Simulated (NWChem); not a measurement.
# Correlation energy of CH$_{3}$S

```
C
H 1 1.0895
H 1 1.0902 2 120.88
S 1 1.7219 2 121.85 3 169.31
H 4 1.3501 1 98.03 2 10.91
```
Charge 0, spin multiplicity 2.

Program: NWChem. All single points use one geometry, from UPBE0/def2-SVP, a minimum by its harmonic frequencies. It is one conformer; others weren't searched.

Basis set: 3-21G. Each correlation energy counts from its own Hartree-Fock reference.

The correlated methods keep 6 core orbitals frozen. The structure started from a generated list of species. No SCF solution was tested for a lower state. Open-shell Hartree-Fock references start from PBE0 orbitals. Coupled-cluster values serve here as a point of comparison, not as the truth.

Question: One of these methods gave a correlation energy of -131.2 mHa. Which?
(A) UMP2
(B) CCSD[T] on UHF
(C) SCS-UMP2
(D) CCSD on UHF

Answer: A, UMP2. The others give -135.0 (SCS-UMP2), -157.3 (CCSD on UHF), -160.5 (CCSD[T] on UHF).
